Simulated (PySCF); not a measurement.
## Mayer bond orders and bond lengths

Species: C3H6F2O3Si.
Numbering: `[CH2:1]=[C:2]([O:3][SiH2:4][OH:5])[O:6][CH:7]([F:8])[F:9]` (hydrogens: H10, H11 on C1; H12, H13 on Si4; H14 on O5; H15 on C7)

Cartesian coordinates in Å at the GFN2-xTB level; atoms count from 1:
```xyz
15
C3H6F2O3Si angstrom
C     -0.9770    1.3210   -1.3130
C     -0.1629    0.4950   -0.6734
O      1.0035    0.0936   -1.1263
Si     2.0599   -0.9801   -0.4247
O      2.5257   -0.5558    1.0604
O     -0.4328   -0.0558    0.5899
C     -1.7000   -0.0584    1.0456
F     -1.7920   -0.9933    2.0040
F     -2.0248    1.1142    1.6433
H     -0.6912    1.6893   -2.2782
H     -1.8964    1.6776   -0.8932
H      3.2120   -0.7585   -1.2692
H      1.4292   -2.2964   -0.4369
H      1.9071   -0.4235    1.7762
H     -2.4647   -0.2609    0.2736
```

Bond orders from the PBE0/pcSseg-1 density (PySCF). Geometry: GFN2-xTB, one conformer, isolated molecule.

How far do the computed orders between heavy atoms stray from the drawn ones?

The largest departure is 0.157, at O3–Si4 (drawn single, 0.843). Drawn single, order below 0.88: O3–Si4 (0.843).

Give the Mayer order of every bond, beside its length.

```json
{"bond": "C1–C2", "drawn as": "double", "length (Å)": "1.324", "Mayer order": "1.851"}
{"bond": "C2–O3", "drawn as": "single", "length (Å)": "1.314", "Mayer order": "1.057"}
{"bond": "O3–Si4", "drawn as": "single", "length (Å)": "1.662", "Mayer order": "0.843"}
{"bond": "Si4–O5", "drawn as": "single", "length (Å)": "1.613", "Mayer order": "1.085"}
{"bond": "C2–O6", "drawn as": "single", "length (Å)": "1.404", "Mayer order": "0.892"}
{"bond": "O6–C7", "drawn as": "single", "length (Å)": "1.347", "Mayer order": "1.010"}
{"bond": "C7–F8", "drawn as": "single", "length (Å)": "1.342", "Mayer order": "1.014"}
{"bond": "C7–F9", "drawn as": "single", "length (Å)": "1.356", "Mayer order": "0.978"}
{"bond": "C1–H10", "drawn as": "single", "length (Å)": "1.072", "Mayer order": "0.942"}
{"bond": "C1–H11", "drawn as": "single", "length (Å)": "1.072", "Mayer order": "0.933"}
{"bond": "Si4–H12", "drawn as": "single", "length (Å)": "1.446", "Mayer order": "0.930"}
{"bond": "Si4–H13", "drawn as": "single", "length (Å)": "1.460", "Mayer order": "0.908"}
{"bond": "O5–H14", "drawn as": "single", "length (Å)": "0.955", "Mayer order": "0.924"}
{"bond": "C7–H15", "drawn as": "single", "length (Å)": "1.105", "Mayer order": "0.953"}
```

Bonds between the same two heavy elements. C–O: lowest C2–O6 (0.892, 1.404 Å), highest C2–O3 (1.057, 1.314 Å). O–Si: lowest O3–Si4 (0.843, 1.662 Å), highest Si4–O5 (1.085, 1.613 Å). C–F: lowest C7–F9 (0.978, 1.356 Å), highest C7–F8 (1.014, 1.342 Å).

Sum the orders of all bonds at each heavy atom with more than one neighbour and set the sums beside the valence in the SMILES.

C1 3.726 (drawn 4), C2 3.800 (drawn 4), O3 1.900 (drawn 2), Si4 3.766 (drawn 4), O5 2.009 (drawn 2), O6 1.902 (drawn 2), C7 3.955 (drawn 4). Orders between atoms that aren't bonded are not in these sums.

Mayer orders depend on the basis set.
